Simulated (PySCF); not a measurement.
A structure optimised at PBE0-D3(BJ)/def2-SVP, used in a PySCF frequency run:

```xyz
4

In     0.0000     0.0000     0.6730
F      0.0000     0.0000     2.6231
I      0.0000     2.3485    -0.5338
I      0.0000    -2.3485    -0.5338
```
Charge 0, spin multiplicity 1.

Problem. Write its SMILES, formula and point group.

Solution. [F][In]([I])[I], FI2In, C2v

Problem. What are its rotational constants (standard atomic weights)?

Solution. 1.9829, 0.36102, 0.30541 GHz
